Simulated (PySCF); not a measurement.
H10NSi3, SMILES [SiH3][NH+]([SiH3])[SiH3], charge +1. Heavy atoms are numbered as in [SiH3:1][NH+:2]([SiH3:3])[SiH3:4]. Hydrogens are named by the atom that carries them.

Geometry optimised at PBE0-D3(BJ)/def2-SVP. The isomer is the one that the SMILES or the coordinates give; other isomers of the formula were not compared.

All values below come from PBE0/pcSseg-1 (PySCF).

GIAO shieldings, no solvent; atoms alike by connectivity are averaged. δ = σ(ref) − σ: ²⁹Si against TMS (σ = 352.7 ppm); ¹⁵N against NH3 (σ = 267.4 ppm); ¹H against TMS (σ = 31.56 ppm), references at their B3LYP-D3(BJ)/def2-TZVP geometries, non-relativistic.

```tsv
atoms	nucleus	count	δ (ppm)
Si1 (SiH3)	²⁹Si	3	[?]
N2 (NH)	¹⁵N	1	[?]
H on Si1	¹H	9	5.27
H on N2	¹H	1	1.36
```

### Question
Complete the blanks. (An estimate is asked for; the answer gives what the named calculation found.)

### Answer

- N2 (NH), δ (ppm): 8.0
- Si1 (SiH3), δ (ppm): -17.3
